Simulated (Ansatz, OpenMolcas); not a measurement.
How basis sets differ on SnSe (SMILES [Se][Sn])

SnSe: 2 atoms, total charge 0, spin state singlet. As SMILES, `[Se][Sn]`. Geometry: relaxed at PBE0-D4/def2-TZVP.

```xyz
2

Se    0.0000    0.0000    0.0065
Sn    0.0000    0.0000    2.3318
```

Quantity: the electronic atomisation energy, in eV. The values are calculated. Electronic energies at fixed atoms, without zero-point motion or spin-orbit coupling.

```json
{"level": "B3LYP/ANO-RCC-MB (sfX2C)", "kind": "global hybrid", "program": "Ansatz", "value (eV)": "3.12", "CPU time (all runs)": "5.6 s"}
{"level": "B3LYP/STO-3G", "kind": "global hybrid", "program": "Ansatz", "value (eV)": "6.57", "CPU time (all runs)": "4.6 s"}
{"level": "B3LYP/ANO-RCC-VDZ (sfX2C)", "kind": "global hybrid", "program": "Ansatz", "value (eV)": "3.84", "CPU time (all runs)": "8.4 s"}
{"level": "B3LYP/ANO-RCC-VDZP (sfX2C)", "kind": "global hybrid", "program": "Ansatz", "value (eV)": "4.45", "CPU time (all runs)": "12 s"}
{"level": "B3LYP/def2-TZVP (core potential)", "kind": "global hybrid", "program": "OpenMolcas", "value (eV)": "4.61", "CPU time (all runs)": "40 s"}
{"level": "B3LYP/ANO-RCC-VTZP (sfX2C)", "kind": "global hybrid", "program": "Ansatz", "value (eV)": "4.58", "CPU time (all runs)": "17 s"}
{"level": "B3LYP/ANO-RCC-VQZP (sfX2C)", "kind": "global hybrid", "program": "Ansatz", "value (eV)": "4.59", "CPU time (all runs)": "22 s"}
```

All-electron rows without a relativistic Hamiltonian named are non-relativistic, while core potentials hold scalar relativity, so basis and relativity change together. The values span 3.12 to 6.57 eV. Without the sets that lack polarisation functions the rows with a basis span only 4.45 to 4.61 eV. CPU times are rough (shared hosts, several kinds of processor and program).
